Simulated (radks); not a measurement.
Numerical settings for the phosphorus ion P9+, [He] 2s2 2p2. Calculated with a radial shooting solver on a logarithmic mesh with Libxc functionals: scalar-relativistic Kohn-Sham, r2SCAN, spin-polarised, spherical densities, finite nucleus; open shells are filled with parallel spins first; meta-GGA in the generalised Kohn-Sham scheme; Fermi nuclear charge, rms radius 3.1889 fm. The defaults (mesh step 0.008 in ln r, mesh end at 40 bohr or more with all orbitals vanishing there, Anderson mixing 0.5 over 9 steps, residual threshold near 1e-9 with the energy settled to 1e-9 hartree or 1e-11 of itself, here a cap of 78 iterations) give E = -292.597 hartree and 2p at -401.30 eV in 12 iterations. Run on one thread of a shared host, so times are rough (Arm Neoverse N1): 0.1 s of CPU time, 0.1 s wall, 12 iterations on 2189 mesh points. Changes against that run (0 stands for a change within the tolerance of the run):

setting,iterations,converged,E (mhartree),e(2p) (meV),CPU (s)
mesh step in ln r 0.03,9,yes,+0.00796,0,0.03
mesh step in ln r 0.02,9,yes,0,0,0.04
mesh step in ln r 0.12,78,no,-1.12e+06,-,0.23
mesh end (bohr) 20,12,yes,0,0,0.1
mesh end (bohr) 8,12,yes,0,0,0.1
residual threshold 1e-05,11,yes,0,0,0.09
residual threshold 0.01,9,yes,0,-0.0207,0.08
mixing 1.5,17,yes,0,0,0.14
"linear mixing, mixing 0.8",30,no,diverged,-,0.2
"linear mixing, mixing 0.5",78,no,0,-85.3,0.64
mixing history 20,13,yes,0,0,0.11
iteration cap 5,5,no,0,+17.9,0.04

No run marked as converged misses the energy by more than 1 mhartree. A mesh that ends early acts as a hard wall.
